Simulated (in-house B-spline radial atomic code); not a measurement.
Settings and results of a run for neutral zirconium (an excited or competing configuration). Level of theory: scalar-relativistic (X2C) Hartree-Fock with fractional occupations, spin-polarised, spherical fractional occupations, Fermi nucleus of rms radius 4.2694 fm; calculated with a B-spline radial code for spherical atoms.

Command:
```bash
python run_scf.py task.json out
```
Settings (nuclear radius in fm, mass in u):
```
Z                40
configuration    [Kr] 4d1 5s2 5p1
hamiltonian      x2c
method           hf,
spin_polarised   True
nucleus          fermi
rms_radius       4.2694
atomic_mass      89.9047
speed_of_light   137.035999084
```

Output (hartree, bohr):
```
 radial grid: 78 intervals, B-splines of order 8, outer radius 50 bohr

 iter        energy (Eh)    residual
    1       -3594.438322    4.74e-01
    2       -3595.529943    1.07e-01
    3       -3595.868860    2.25e-02
    4       -3595.897889    6.39e-03
    5       -3595.900821    3.14e-03
    6       -3595.901350    4.48e-04
    7       -3595.901360    1.82e-04
    8       -3595.901361    6.01e-05
    9       -3595.901362    1.98e-05
   10       -3595.901362    6.52e-06
   11       -3595.901362    7.80e-07
   12       -3595.901362    1.48e-07

 total energy                     -3595.90136
 kinetic                            3717.4054
 electron-nucleus                  -8674.5207
 Hartree                            1473.7708
 exact exchange                     -112.5569

 orbital      occ     eigenvalue          <r>       <r^2>       <1/r>       r_max
 1s up      1.000      -665.3025    0.0365798  0.00181569     42.4961     0.02359
 1s down    1.000      -665.3025    0.0365798  0.00181569     42.4961     0.02359
 2s up      1.000       -95.0308     0.161836   0.0309506     9.49881      0.1366
 2s down    1.000       -95.0262     0.161831   0.0309489     9.49908      0.1366
 2p up      3.000       -84.5622     0.141539   0.0245096     9.03383      0.1093
 2p down    3.000       -84.5575     0.141533   0.0245075      9.0341      0.1093
 3s up      1.000       -16.9151     0.455244    0.237506     3.20036       0.407
 3s down    1.000       -16.9124     0.455241    0.237491     3.20015       0.407
 3p up      3.000       -13.3992      0.45936    0.245633     3.00186      0.4018
 3p down    3.000       -13.3957     0.459363    0.245615     3.00156      0.4019
 3d up      5.000        -7.6183     0.451017    0.245255     2.74071      0.3487
 3d down    5.000        -7.6110      0.45115    0.245379     2.73986      0.3488
 4s up      1.000        -2.7293      1.21072     1.65606     1.10961       1.077
 4s down    1.000        -2.6952      1.20654     1.64387     1.11388       1.075
 4p up      3.000        -1.7061      1.35726     2.10467    0.973513       1.176
 4p down    3.000        -1.6584      1.35043     2.08139    0.978491       1.173
 4d up      1.000        -0.1190      2.36019      7.0375    0.576039       1.643
 5s up      1.000        -0.3306      3.57365     14.5249     0.35504       3.038
 5s down    1.000        -0.2743       3.5624     14.4188    0.355362       3.028
 5p up      1.000        -0.0657      5.16878     31.4286    0.245865       4.033
```

Time taken, with all properties: 0.32 s on 1 thread of Arm Neoverse V1, on a shared host.

Caution: exact exchange at fractional occupations of open shells leaves self-interaction of up to several eV.

One-electron X2C: radii and densities carry no picture-change correction, so inner-shell <1/r> comes out high (for 1s by about 2 % at Z = 33, 5 % at 54, 10 % at 75, 30 % at 118) and <r> low.
